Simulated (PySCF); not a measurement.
Hg (SMILES [Hg]), singlet (core potentials on Hg); PySCF with PBE0/def2-TZVP.

Input for PySCF:
```python
from pyscf import gto, scf, dft

mol = gto.Mole()
mol.atom = '''
    Hg    0.00000000    0.00000000    0.00000000
'''
mol.basis = 'def2-tzvp'
mol.ecp = {'Hg': 'def2-tzvp'}
mol.verbose = 5
mol.build()

mf = dft.RKS(mol)
mf.xc = 'pbe0'
mf.kernel()
```

The log (banner, timings and long lists left out):

```
PySCF version 2.14.0

[INPUT] verbose = 5
[INPUT] max_memory = 4000
[INPUT] num. atoms = 1
[INPUT] num. electrons = 20
[INPUT] charge = 0
[INPUT] spin (= nelec alpha-beta = 2S) = 0
[INPUT] symmetry False subgroup None
[INPUT] Mole.unit = angstrom
[INPUT] Symbol           X                Y                Z      unit          X                Y                Z       unit  Magmom
[...]
[INPUT] ---------------- BASIS SET ----------------
[INPUT] l, kappa, [nprim/nctr], expnt,             c_1 c_2 ...
[INPUT] Hg
[...]
                                21.239875095      -0.17328165235
                                15.876100879      0.36416685034
[...]
                                15.252594855      0.15327318234
                                6.4404715169      -0.30274955249
                                1.818015992       0.54361285026
[...]
                                7.5920661493      -0.094774230522
                                1.9144256118      0.31164157463
                                0.88641552102     0.45567078406
[...]
nuclear repulsion = 0
number of shells = 15
number of NR pGTOs = 69
number of NR cGTOs = 43
basis = def2-tzvp
ecp = {'Hg': 'def2-tzvp'}

******** <class 'pyscf.dft.rks.RKS'> ********
method = RKS
initial guess = minao
damping factor = 0
level_shift factor = 0
DIIS = <class 'pyscf.scf.diis.CDIIS'>
diis_start_cycle = 1
diis_space = 8
diis_damp = 0
SCF conv_tol = 1e-09
SCF conv_tol_grad = None
SCF max_cycles = 50
direct_scf = True
direct_scf_tol = 1e-13
XC library pyscf.dft.libxc version 7.1.2
    S. Lehtola, C. Steigemann, M. J. T. Oliveira, and M. A. L. Marques,  SoftwareX 7, 1–5 (2018)
XC functionals = pbe0
    C. Adamo and V. Barone,  J. Chem. Phys. 110, 6158 (1999)
    M. Ernzerhof and G. E. Scuseria,  J. Chem. Phys. 110, 5029 (1999)
radial grids:
    Treutler-Ahlrichs [JCP 102, 346 (1995); DOI:10.1063/1.469408] (M4) radial grids

becke partition: Becke, JCP 88, 2547 (1988); DOI:10.1063/1.454033
pruning grids: <function nwchem_prune>
grids dens level: 3
symmetrized grids: False
atomic radii adjust function: <function treutler_atomic_radii_adjust>
small_rho_cutoff = 0
Set gradient conv threshold to 3.16228e-05
Initial guess from minao.
Density of valence part of ANO basis will be used as initial guess for Hg
atom Hg rad-grids = 100, ang-grids = [ 50  50  50  50  50  50  50  50  50  50  50  50  50  50  50  50  50  50
  50  50  50  50  50  50  50  50  50  50  50  86  86  86  86  86  86  86
  86  86  86  86  86  86  86  86  86  86 350 350 350 350 350 350 350 350
 350 350 350 434 434 434 434 434 434 434 434 434 434 434 434 434 434 434
 434 434 434 434 434 434 434 434 350 350 350 350 350 350 350 350 350 350
 350 350 350 350 350 350 350 350 350 350]
tot_boxes 729, boxes in each direction [7 7 7]
Padding 0 grids
tot grids = 23744
nelec by numeric integration = 18.741120844112544
E1 = -235.0153215074019  E2 = 99.88559334093051  Ecoul = 112.40292602933889  Exc = -12.517332688408379
init E= -135.129728166471
cond(S) = 235.36751293244134
[...]
  mo_energy =
[-5.53064005e+00 -3.62394409e+00 -3.62394409e+00 -3.62394409e+00
 -1.31827899e+00 -1.31827899e+00 -1.31827899e+00 -1.31827899e+00
 -1.31827899e+00 -8.54134413e-01 -4.39589782e-01 -4.39589782e-01
 -4.39589782e-01 -1.75996730e-01 -1.21616113e-01 -1.21616113e-01
 -1.21616113e-01 -5.01401431e-02 -5.01401431e-02 -5.01401431e-02
 -5.01401431e-02 -5.01401431e-02  5.14124778e-01  5.14124778e-01
  5.14124778e-01  8.14709642e-01  8.14709642e-01  8.14709642e-01
  8.14709642e-01  8.14709642e-01  8.14709642e-01  8.14709642e-01
  1.02617199e+00  1.02617199e+00  1.02617199e+00  1.02617199e+00
  1.02617199e+00  1.50989100e+00  3.13697456e+01  3.13697456e+01
  3.13697456e+01  3.38649051e+01  1.23053147e+02]
nelec by numeric integration = 20.000000000000014
E1 = -278.5999125317806  E2 = 125.69293144364406  Ecoul = 140.69841080997807  Exc = -15.005479366334017
cycle= 1 E= -152.906981088137  delta_E= -17.8  |g|= 1.95  |ddm|=  9.5
[...]
  mo_energy =
[...]
cycle= 4 E= -153.514817029239  delta_E= -0.00147  |g|= 0.0132  |ddm|= 0.268
[...]
  mo_energy =
[-4.47650126e+00 -2.60223730e+00 -2.60223730e+00 -2.60223730e+00
 -4.31162205e-01 -4.31162205e-01 -4.31162205e-01 -4.31162205e-01
 -4.31162205e-01 -2.76411330e-01 -1.55799125e-02 -1.55799125e-02
 -1.55799125e-02  1.57295546e-01  1.57295546e-01  1.57295546e-01
  1.68216283e-01  3.57001488e-01  3.57001488e-01  3.57001488e-01
  3.57001488e-01  3.57001488e-01  1.10084020e+00  1.10084020e+00
  1.10084020e+00  1.61056002e+00  1.61056002e+00  1.61056002e+00
  1.61056002e+00  1.61056002e+00  1.61056002e+00  1.61056002e+00
  1.70902250e+00  1.70902250e+00  1.70902250e+00  1.70902250e+00
  1.70902250e+00  2.28285110e+00  3.24991207e+01  3.24991207e+01
  3.24991207e+01  3.52163792e+01  1.24538592e+02]
nelec by numeric integration = 20.000000000000025
E1 = -270.12973368966243  E2 = 116.61488347110067  Ecoul = 130.52873146423414  Exc = -13.913847993133471
cycle= 5 E= -153.514850218562  delta_E= -3.32e-05  |g|= 0.000309  |ddm|= 0.00908
[...]
  mo_energy =
[-4.47670557e+00 -2.60247411e+00 -2.60247411e+00 -2.60247411e+00
 -4.31424819e-01 -4.31424819e-01 -4.31424819e-01 -4.31424819e-01
 -4.31424819e-01 -2.76588646e-01 -1.57341750e-02 -1.57341750e-02
 -1.57341750e-02  1.57156660e-01  1.57156660e-01  1.57156660e-01
  1.68080104e-01  3.56814537e-01  3.56814537e-01  3.56814537e-01
  3.56814537e-01  3.56814537e-01  1.10061268e+00  1.10061268e+00
  1.10061268e+00  1.61025757e+00  1.61025757e+00  1.61025757e+00
  1.61025757e+00  1.61025757e+00  1.61025757e+00  1.61025757e+00
  1.70879515e+00  1.70879515e+00  1.70879515e+00  1.70879515e+00
  1.70879515e+00  2.28262577e+00  3.24988995e+01  3.24988995e+01
  3.24988995e+01  3.52161881e+01  1.24538384e+02]
nelec by numeric integration = 20.000000000000018
E1 = -270.1304410179504  E2 = 116.61559075871452  Ecoul = 130.52954858243208  Exc = -13.913957823717565
cycle= 6 E= -153.514850259236  delta_E= -4.07e-08  |g|= 5.92e-05  |ddm|= 0.00124
[...]
  mo_energy =
[-4.47668846e+00 -2.60245863e+00 -2.60245863e+00 -2.60245863e+00
 -4.31414319e-01 -4.31414319e-01 -4.31414319e-01 -4.31414319e-01
 -4.31414319e-01 -2.76583266e-01 -1.57333661e-02 -1.57333661e-02
 -1.57333661e-02  1.57158370e-01  1.57158370e-01  1.57158370e-01
  1.68081810e-01  3.56815101e-01  3.56815101e-01  3.56815101e-01
  3.56815101e-01  3.56815101e-01  1.10061736e+00  1.10061736e+00
  1.10061736e+00  1.61026627e+00  1.61026627e+00  1.61026627e+00
  1.61026627e+00  1.61026627e+00  1.61026627e+00  1.61026627e+00
  1.70880210e+00  1.70880210e+00  1.70880210e+00  1.70880210e+00
  1.70880210e+00  2.28263546e+00  3.24989125e+01  3.24989125e+01
  3.24989125e+01  3.52162043e+01  1.24538400e+02]
nelec by numeric integration = 20.00000000000002
E1 = -270.1301543807954  E2 = 116.61530412099698  Ecoul = 130.52922905308478  Exc = -13.913924932087799
cycle= 7 E= -153.514850259798  delta_E= -5.63e-10  |g|= 5.37e-07  |ddm|= 0.000113
[...]
  mo_energy =
[-4.47668887e+00 -2.60245900e+00 -2.60245900e+00 -2.60245900e+00
 -4.31414603e-01 -4.31414603e-01 -4.31414603e-01 -4.31414603e-01
 -4.31414603e-01 -2.76583398e-01 -1.57334442e-02 -1.57334442e-02
 -1.57334442e-02  1.57158291e-01  1.57158291e-01  1.57158291e-01
  1.68081716e-01  3.56815008e-01  3.56815008e-01  3.56815008e-01
  3.56815008e-01  3.56815008e-01  1.10061718e+00  1.10061718e+00
  1.10061718e+00  1.61026602e+00  1.61026602e+00  1.61026602e+00
  1.61026602e+00  1.61026602e+00  1.61026602e+00  1.61026602e+00
  1.70880188e+00  1.70880188e+00  1.70880188e+00  1.70880188e+00
  1.70880188e+00  2.28263520e+00  3.24989122e+01  3.24989122e+01
  3.24989122e+01  3.52162039e+01  1.24538399e+02]
nelec by numeric integration = 20.000000000000018
E1 = -270.1301597421044  E2 = 116.61530948230615  Ecoul = 130.5292350627903  Exc = -13.913925580484152
Extra cycle  E= -153.514850259798  delta_E= 1.14e-13  |g|= 6.11e-07  |ddm|= 1.03e-06
converged SCF energy = -153.514850259798
```
